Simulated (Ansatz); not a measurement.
Reaction (redistribution): `F[SiH2][CH](F)[SnH3]` + `FC([SiH3])S` → `F[SiH2]C(F)S` + `F[CH]([SiH3])[SnH3]`

Isolated molecules relaxed with PBE0-D4/def2-TZVP in Ansatz; ΔE leaves out vibrations. CCSD(T)/CBS adds triple-zeta CCSD(T) − MP2 to the extrapolated MP2 energy (def2 sets, frozen cores). DFT in def2-TZVPP. B3LYP here is the variant with VWN-RPA as its local correlation; programs differ in this. Elements past krypton have def2 core potentials. For Sn outer-core shells are correlated without core-valence functions, which leaves a few kJ/mol of doubt a bond. One conformer a species, not always the lowest.

`F[SiH2][CH](F)[SnH3]`:

Cartesian coordinates in Å:
```
F 2.279 -0.310 0.041
Si 1.125 -0.593 1.119
C -0.333 0.477 0.621
F -1.439 0.102 1.401
Sn -0.868 0.298 -1.488
H 1.664 -0.258 2.460
H 0.744 -2.023 1.048
H -0.137 1.537 0.812
H -0.756 -1.338 -1.956
H -2.472 0.852 -1.643
H 0.194 1.256 -2.415
```

`FC([SiH3])S`:

Z-matrix (Å, degrees):
```
C
Si 1 1.900
S 1 1.790 2 111.9
F 1 1.390 2 109.9 3 -125.3
H 1 1.095 2 111.0 3 116.2
H 2 1.485 1 110.0 3 174.0
H 2 1.485 1 107.8 3 54.0
H 2 1.483 1 108.4 3 -65.4
H 3 1.345 1 97.3 2 -44.0
```

`F[SiH2]C(F)S`:

Z-matrix (Å, degrees):
```
Si
C 1 1.891
F 1 1.596 2 108.6
H 1 1.480 2 110.6 3 118.6
H 1 1.482 2 108.4 3 -118.3
S 2 1.785 1 112.7 3 65.3
F 2 1.395 1 107.5 3 -170.1
H 2 1.095 1 111.7 3 -52.4
H 6 1.345 2 97.3 1 42.6
```

`F[CH]([SiH3])[SnH3]`:

```xyz
11

F     1.309   -1.126    1.018
C     0.124   -0.451    0.694
Si    0.364    1.409    0.885
Sn   -0.477   -1.064   -1.309
H    -0.654   -0.803    1.381
H     0.767    1.766    2.271
H    -0.940    2.050    0.561
H     1.398    1.886   -0.068
H     0.593   -0.383   -2.448
H    -2.068   -0.516   -1.603
H    -0.417   -2.766   -1.381
```

| level | ΔE (kcal/mol) | difference from CCSD(T)/CBS |
| --- | --- | --- |
| PBE-D4 | 0.1 | -0.3 |
| r2SCAN-D4 | 0.2 | -0.2 |
| PBE0-D4 | 0.3 | -0.1 |
| B3LYP-D4 | 0.3 | -0.1 |
| ωB97X-V | 0.5 | 0.1 |
| ωB97M-V | 0.5 | 0.1 |
| B2PLYP | 0.4 | 0.0 |
| PBE | 0.1 | -0.3 |
| r2SCAN | 0.2 | -0.2 |
| PBE0 | 0.3 | -0.1 |
| B3LYP | 0.3 | -0.1 |
| HF/def2-TZVPP | 0.7 | 0.3 |
| MP2/def2-TZVPP | 0.4 | 0.0 |
| SCS-MP2/def2-TZVPP | 0.4 | 0.0 |
| CCSD/def2-TZVPP | 0.4 | 0.0 |
| CCSD(T)/def2-TZVPP | 0.4 | 0.0 |
| HF/def2-QZVPP | 0.7 | 0.3 |
| MP2/def2-QZVPP | 0.4 | 0.0 |
| SCS-MP2/def2-QZVPP | 0.5 | 0.1 |
| HF/CBS(def2) | 0.7 | 0.3 |
| MP2/CBS(def2) | 0.4 | 0.0 |
| CCSD/CBS(def2) | 0.5 | 0.1 |
| CCSD(T)/CBS | 0.4 | 0 |

Largest T1 diagnostic among the species: 0.013.
